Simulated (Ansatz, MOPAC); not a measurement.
System: boron oxyfluoride, BOF, net charge 0, singlet state. SMILES: O=BF

Atoms: F1, B2, O3. Bonds: F1-B2, B2-O3.

Bond lengths (Å) and angles (degrees) optimised at AM1 with MOPAC; PBE/6-31G* with Ansatz (a program for electronic structure); B3LYP/LANL2DZ with Ansatz, each started from the B3LYP-D3(BJ)/def2-TZVP structure (Ansatz) of the last column. A row stands for all coordinates that are equal there. 6-31G* holds six Cartesian d functions. No wavenumbers were computed at PBE/6-31G*, B3LYP/LANL2DZ, so these may be saddle points.

```json
[
 {"coordinate": "F1-B2", "AM1": "1.283", "PBE/6-31G*": "1.297", "B3LYP/LANL2DZ": "1.320", "B3LYP-D3(BJ)/def2-TZVP": "1.286"},
 {"coordinate": "B2-O3", "AM1": "1.175", "PBE/6-31G*": "1.223", "B3LYP/LANL2DZ": "1.229", "B3LYP-D3(BJ)/def2-TZVP": "1.207"},
 {"coordinate": "F1-B2-O3", "AM1": "180.0", "PBE/6-31G*": "180.0", "B3LYP/LANL2DZ": "180.0", "B3LYP-D3(BJ)/def2-TZVP": "180.0"}
]
```

Mean signed difference of all 2 bond lengths from B3LYP-D3(BJ)/def2-TZVP: AM1 -0.018 Å, PBE/6-31G* 0.014 Å, B3LYP/LANL2DZ 0.028 Å.
